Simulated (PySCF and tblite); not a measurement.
Values are calculated unless marked as measured or tabulated.
2 regioisomers of C₇H₇FS:

```json
{"isomer": "A", "SMILES": "[F:1][CH2:2][C:3]1=[CH:4][CH:5]=[CH:6]/[C:7]1=[CH:8]\\[SH:9]"}
{"isomer": "B", "SMILES": "[F:1][CH2:2][C:3]1=[CH:4]/[C:5](=[CH:6]\\[SH:7])[CH:8]=[CH:9]1"}
```

Protocol: conformer search, at most 6 conformers an isomer, GFN2-xTB geometries, energies PBE0/def2-SVP (IEF-PCM, acetone) (D3(BJ) added where defined), GIAO shieldings wB97X-D/pcSseg-1 (IEF-PCM, acetone), weights at 298.15 K with GFN2-xTB thermal terms. Programs: PySCF with density fitting and tblite.

(1) What shifts does each isomer give (ppm)?

H on N, O and S are left out: they exchange, and hydrogen bonds move them by several ppm. Shifts are unscaled: against experiment ¹³C can be off by 15 ppm or more and ¹H by 0.8 ppm. The minima are those of GFN2-xTB; planar forms about aryl–S or allylic bonds may be saddles in DFT.

## Answers

(1) 
A: ¹H (against TMS): 7.91 (H8, 1H), 6.96 (H6, 1H), 6.77 (H5, 1H), 6.62 (H4, 1H), 5.80 (H2, 2H). ¹³C (against TMS): 155.2 (C8), 145.1 (C7), 139.6 (C3), 138.3 (C5), 136.5 (C4), 126.3 (C6), 84.6 (C2).

B: ¹H (against TMS): 7.53 (H6, 1H), 6.81 (H4, 1H), 6.68 (H9, 1H), 6.55 (H8, 1H), 5.80 (H2, 2H). ¹³C (against TMS): 154.5 (C6), 152.9 (C3), 146.4 (C5), 134.6 (C9), 133.4 (C8), 119.5 (C4), 86.0 (C2). H not on carbon is left out.
